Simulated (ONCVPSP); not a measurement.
Scattering properties, ONCV potential for tantalum (Ta)

* Element: Ta (Z = 73)
* Generator: ONCVPSP 4.0.1
* Type: optimised norm-conserving Vanderbilt (ONCV)
* Functional: Wu-Cohen
* Relativity: fully relativistic
* Frozen core: [Kr] 4d10 4f14 5s2
* Valence charge: 11
* Reference configuration: 5p6 5d4 6s1
* Partial waves: 6s: rc 2.95 bohr, ncon 3, nbas 7, qcut 2.5 1/bohr, 1 projector; 5p: rc 1.45 bohr, ncon 4, nbas 8, qcut 4.6 1/bohr, 1 projector; 5d: rc 3.00 bohr, ncon 3, nbas 8, qcut 5.1 1/bohr, 2 projectors, debl 0.7 Ha
* Local potential: polynomial inside 1.35 bohr (lpopt 4, dvloc0 1 Ha)
* Core correction: none

Open shells are filled in proportion to 2j + 1.

The phase is arctan(r·R′/R) of the radial function R(r), unwrapped; energies in Ha, scanned from -3 to 5 Ha. A pole is an energy at which the radial function vanishes at the test radius. The pseudo phase is shifted by a multiple of π to meet the all-electron one at the reference energy, and phase errors are pseudo minus all-electron; the curves can meet again beyond the range given. Levels narrower than the energy grid can be missing from the lists of poles. n/a: not evaluated, since a narrow level or a reset projector energy made the automatic matching unsafe.

**Question.** For each channel, where are the poles, and over which energies does the pseudopotential scatter like the atom?

**Answer.**

| channel | radius (bohr) | reference energy (Ha) | poles, all-electron | poles, pseudo | unbroken range about the reference energy with phases within 0.05 rad | phase error 1 Ha above the reference energy (rad) |
| --- | --- | --- | --- | --- | --- | --- |
| s | 2.99 | -0.18 | 0.65, 4.15 | 0.56, 2.27 | n/a | n/a |
| p3/2 | 1.47 | -1.30 | 1.01 | 0.87 | below 2.3 | -0.003 |
| p1/2 | 1.47 | -1.62 | 0.20 | 0.16 | below 2.5 | -0.001 |
| d5/2 | 3.05 | -0.09 | 0.12, 2.38 | 0.12, 2.48 | below 3.1 | +0.004 |
| d3/2 | 3.05 | -0.11 | 0.08, 2.32 | 0.08, 2.43 | below 3.0 | +0.005 |

Note: ghosts flagged at negative energy: s at -69.3 eV; no localised positive-energy state flagged. A true bound ghost makes a file unfit for plane-wave use.

Phases in the p1/2 channel:

```json
{"E (Ha)": "-2.98", "all-electron": "0.271", "pseudo": "0.265"}
{"E (Ha)": "-2.76", "all-electron": "-0.036", "pseudo": "-0.042"}
{"E (Ha)": "-2.54", "all-electron": "-0.369", "pseudo": "-0.373"}
{"E (Ha)": "-2.32", "all-electron": "-0.664", "pseudo": "-0.666"}
{"E (Ha)": "-2.10", "all-electron": "-0.892", "pseudo": "-0.893"}
{"E (Ha)": "-1.88", "all-electron": "-1.057", "pseudo": "-1.057"}
{"E (Ha)": "-1.66", "all-electron": "-1.178", "pseudo": "-1.178"}
{"E (Ha)": "-1.44", "all-electron": "-1.268", "pseudo": "-1.268"}
{"E (Ha)": "-1.22", "all-electron": "-1.337", "pseudo": "-1.337"}
{"E (Ha)": "-1.00", "all-electron": "-1.392", "pseudo": "-1.392"}
{"E (Ha)": "-0.78", "all-electron": "-1.437", "pseudo": "-1.438"}
{"E (Ha)": "-0.56", "all-electron": "-1.474", "pseudo": "-1.476"}
{"E (Ha)": "-0.34", "all-electron": "-1.507", "pseudo": "-1.509"}
{"E (Ha)": "-0.12", "all-electron": "-1.535", "pseudo": "-1.538"}
{"E (Ha)": "0.10", "all-electron": "-1.560", "pseudo": "-1.564"}
{"E (Ha)": "0.32", "all-electron": "-1.583", "pseudo": "-1.588"}
{"E (Ha)": "0.54", "all-electron": "-1.605", "pseudo": "-1.611"}
{"E (Ha)": "0.76", "all-electron": "-1.625", "pseudo": "-1.633"}
{"E (Ha)": "0.98", "all-electron": "-1.645", "pseudo": "-1.655"}
{"E (Ha)": "1.20", "all-electron": "-1.664", "pseudo": "-1.677"}
{"E (Ha)": "1.42", "all-electron": "-1.683", "pseudo": "-1.699"}
{"E (Ha)": "1.64", "all-electron": "-1.702", "pseudo": "-1.722"}
{"E (Ha)": "1.86", "all-electron": "-1.722", "pseudo": "-1.747"}
{"E (Ha)": "2.08", "all-electron": "-1.743", "pseudo": "-1.774"}
{"E (Ha)": "2.30", "all-electron": "-1.765", "pseudo": "-1.805"}
{"E (Ha)": "2.52", "all-electron": "-1.789", "pseudo": "-1.841"}
{"E (Ha)": "2.74", "all-electron": "-1.815", "pseudo": "-1.883"}
{"E (Ha)": "2.96", "all-electron": "-1.844", "pseudo": "-1.935"}
{"E (Ha)": "3.18", "all-electron": "-1.877", "pseudo": "-2.000"}
{"E (Ha)": "3.40", "all-electron": "-1.915", "pseudo": "-2.088"}
{"E (Ha)": "3.62", "all-electron": "-1.960", "pseudo": "-2.209"}
{"E (Ha)": "3.84", "all-electron": "-2.014", "pseudo": "-2.385"}
{"E (Ha)": "4.06", "all-electron": "-2.081", "pseudo": "-2.646"}
{"E (Ha)": "4.28", "all-electron": "-2.166", "pseudo": "-3.007"}
{"E (Ha)": "4.50", "all-electron": "-2.275", "pseudo": "-3.413"}
{"E (Ha)": "4.72", "all-electron": "-2.420", "pseudo": "-3.755"}
{"E (Ha)": "4.94", "all-electron": "-2.610", "pseudo": "-3.996"}
```
